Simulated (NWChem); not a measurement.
CH3BrSn, singlet; SMILES [CH3][Sn][Br]

Computed with NWChem. Medium grid unless said otherwise, to which SCAN and Minnesota functionals are sensitive. Low-valent species are run as closed-shell singlets; no triplet was tried in these runs. All runs use the structure optimised with PBE0/def2-SVP. def2 effective core potentials on Sn; no spin-orbit coupling. Hybrids' shares of exact exchange are those that their runs print; pure functionals count as 0. The functionals differ in more than this share.

```csv
row,share of exact exchange,orbital gap (eV)
PBE/def2-SVP,0.00,2.11
MN15-L/def2-SVP,0.00,2.43
B3LYP/def2-SVP,0.20,3.41
M06/def2-SVP,0.27,withheld
M06-2X/def2-SVP,0.54,5.65
```

Problem. Fit a straight line of the last column on the one before it, predict the withheld value, and compare with the run.

Solution. 
1. Means of the 4 shown rows: x = 0.185, y = 3.400. Slope Σ(x − x̄)(y − ȳ)/Σ(x − x̄)² = 1.217/0.1947 = 6.251; intercept 2.244.
2. The shown rows scatter about the line by 0.123 (root mean square); the largest residual is +0.19, at MN15-L/def2-SVP.
3. At x = 0.27 (M06/def2-SVP; inside the shown range) the line gives 3.93.
4. The run gives 3.58, -0.35 from the line, 2.8 times the scatter.
